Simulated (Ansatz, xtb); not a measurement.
Relative energy of two isomers of AsH5InSi

Structure I is `[SiH3][AsH][InH]`, a doublet and structure II is `[SiH3][In][AsH2]`, a doublet. Both are isolated molecules in the gas phase, relaxed with PBE-D3(BJ)/def2-SVP; the shapes shown needn't be the lowest conformers.

I (Å):

| atom | x (Å) | y (Å) | z (Å) |
| --- | --- | --- | --- |
| As | 0.2321 | 0.3548 | 0.8752 |
| In | 0.2682 | -0.1850 | 3.5331 |
| Si | -2.1233 | 0.0336 | 0.7072 |
| H | -2.9240 | 0.6407 | 1.8303 |
| H | -2.3765 | -1.4498 | 0.6929 |
| H | -2.6232 | 0.6186 | -0.5876 |
| H | 0.0778 | 1.8514 | 1.2342 |
| H | 1.5290 | 0.6743 | 4.5066 |

II (Å):

```csv
atom,x (Å),y (Å),z (Å)
As,-0.3822,0.6006,4.2498
In,-0.5543,-0.8954,1.9928
Si,-1.8710,0.2216,-0.0795
H,-3.3213,-0.1964,-0.0072
H,-1.3253,-0.2718,-1.3964
H,-1.8279,1.7320,-0.0981
H,0.5675,1.5226,3.4502
H,0.8042,-0.2280,4.7798
```

Quicker runs give these differences E(II) − E(I): GFN2-xTB +40.55 kJ/mol; HF/STO-3G −98.35 kJ/mol (at GFN2-xTB geometries); r2SCAN-D4/def2-SVP −31.23 kJ/mol (at GFN2-xTB geometries).

**Question.** Estimate E(II) − E(I) at the level CCSD(T)/def2-SVP + ΔMP2/def2-TZVPP.

**Answer.** Too close to call at this level: CCSD(T)/def2-SVP + ΔMP2/def2-TZVPP gives E(II) − E(I) = −2.65 kJ/mol.

The same difference at several levels:

```json
{"level": "GFN2-xTB", "geometry": "GFN2-xTB", "E(II) − E(I) (kJ/mol)": "+40.55", "departure from the last row (kJ/mol)": "+43.19", "job, with rough time for the two": "optimisation, 0.18 s"}
{"level": "HF/STO-3G", "geometry": "GFN2-xTB", "E(II) − E(I) (kJ/mol)": "−98.35", "departure from the last row (kJ/mol)": "−95.71", "job, with rough time for the two": "single point, 2.6 s"}
{"level": "r2SCAN-D4/def2-SVP", "geometry": "GFN2-xTB", "E(II) − E(I) (kJ/mol)": "−31.23", "departure from the last row (kJ/mol)": "−28.58", "job, with rough time for the two": "single point, 9.3 s"}
{"level": "PBE-D3(BJ)/def2-SVP", "geometry": "PBE-D3(BJ)/def2-SVP", "E(II) − E(I) (kJ/mol)": "−8.76", "departure from the last row (kJ/mol)": "−6.11", "job, with rough time for the two": "optimisation, 4.3 min"}
{"level": "HF/def2-SVP", "geometry": "PBE-D3(BJ)/def2-SVP", "E(II) − E(I) (kJ/mol)": "−3.27", "departure from the last row (kJ/mol)": "−0.62", "job, with rough time for the two": "part of the CCSD(T) run"}
{"level": "MP2/def2-SVP", "geometry": "PBE-D3(BJ)/def2-SVP", "E(II) − E(I) (kJ/mol)": "+0.31", "departure from the last row (kJ/mol)": "+2.95", "job, with rough time for the two": "part of the CCSD(T) run"}
{"level": "CCSD(T)/def2-SVP", "geometry": "PBE-D3(BJ)/def2-SVP", "E(II) − E(I) (kJ/mol)": "−6.56", "departure from the last row (kJ/mol)": "−3.91", "job, with rough time for the two": "single point"}
{"level": "CCSD(T)/def2-SVP + ΔMP2/def2-TZVPP", "geometry": "PBE-D3(BJ)/def2-SVP", "E(II) − E(I) (kJ/mol)": "−2.65", "departure from the last row (kJ/mol)": "", "job, with rough time for the two": "single point, 97 s"}
```

As drawn, II has 1 In–Si, 1 As–H in place of 1 As–Si, 1 In–H.

The largest departure from CCSD(T)/def2-SVP + ΔMP2/def2-TZVPP is that of HF/STO-3G, 95.71 kJ/mol. The last row adds to CCSD(T) the change of the MP2 difference between the two basis sets, here +3.91 kJ/mol.

With harmonic frequencies from PBE-D3(BJ)/def2-SVP (ideal gas, rigid rotor, one conformer each, 298.15 K, 1 atm): on the last row, ΔE + ΔZPE = −0.37 kJ/mol. A mode under 50 cm⁻¹ makes harmonic enthalpies and free energies unreliable, so none is given.

Open shells are spin-unrestricted. The correlated steps freeze 18 core orbitals; the filled d shell of As and In is correlated, in a basis made for valence electrons. Atoms past krypton carry core potentials in the def2 sets, other sets are all-electron and non-relativistic, and no spin–orbit term is included. Programs: Ansatz 0.2.0, xtb 6.7.1; the last row on 2 threads of Arm Neoverse V2 on a shared host.
